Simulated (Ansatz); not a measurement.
A run for Ansatz (a first-principles code): R-r2SCAN/def2-TZVPPD on H6Si (a complex), monomers drawn apart or pushed together. Files ending in .json are basis or fitting sets from the Basis Set Exchange.

Ansatz 0.2 input:
```yaml
crystal:
  periodic: [false, false, false]
  atoms:
    - {symbol: Si, position_ang: [0.04975310, 0.05632914, -0.01268721]}
    - {symbol: H, position_ang: [0.11787617, 0.14422935, -1.48874344]}
    - {symbol: H, position_ang: [-1.33638392, -0.25746670, 0.40139849]}
    - {symbol: H, position_ang: [0.45894487, 1.34966639, 0.57991665]}
    - {symbol: H, position_ang: [0.95838262, -1.01139831, 0.46237679]}
    - {symbol: H, position_ang: [-0.22795619, -0.26022369, 6.05670327]}
    - {symbol: H, position_ang: [-0.26808459, -0.29988813, 6.79834813]}
basis:
  gaussian:
    orbitals: def2-TZVPPD.json
hamiltonian:
  xc: {name: r2SCAN}
scf: {lower_state_search: off}
```

The head of its log:

```
WARN ansatz: RAYON_NUM_THREADS=1 ignored (pool sized by the plan → 1); use --threads N
Functional definition: r2SCAN
these checks for a lower state are left out or cut short: stability, starts, cluster_reference, orbital_swaps, neighbouring_geometries, increment
integrals: 0.04 GiB planned
659 factors; their error is unknown
mean field: 0.37 GiB planned
mean field evaluation 1: about -7972.9428 eV, gradient 1.4e1 eV
mean field evaluation 2: about -7973.5282 eV, gradient 6.5e0 eV
```

Problem. Give the final energy of this run.

Solution. -293.0256 hartree.
